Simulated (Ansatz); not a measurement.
Species: C2HNO, SMILES `N=C=C=O` (charge 0, multiplicity 1), formula C₂HNO.

**Question.** How many basis functions does frozen-core CCSD(T)/cc-pVQZ // CAM-B3LYP-D3(BJ)/def2-TZVP (Ansatz, a quantum-chemistry and plane-wave program) use, how many core orbitals are frozen, and how many electrons are correlated?

**Answer.** 250 basis functions and 4 frozen orbitals, which leaves 20 correlated electrons. Core time is of the order of minutes.
